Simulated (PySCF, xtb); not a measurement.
Al(H)(OH)(iPr) (C3H9AlO), SMILES C[CH](C)[AlH][OH].

GFN2-xTB run with xtb at its own geometry gives an orbital gap of 4.04 eV and a dipole moment of 1.30 D.

Geometry: PBE0-D3(BJ)/def2-SVP. The structure was generated by enumeration; whether it is a known compound was not checked. One conformer was computed; it need not be the lowest.

What does HF/def2-TZVP run with PySCF give? (An estimate is asked for; the answer gives what the named calculation found.)

gap 12.16 eV (levels -10.13 and 2.03 eV), dipole 0.82 D.
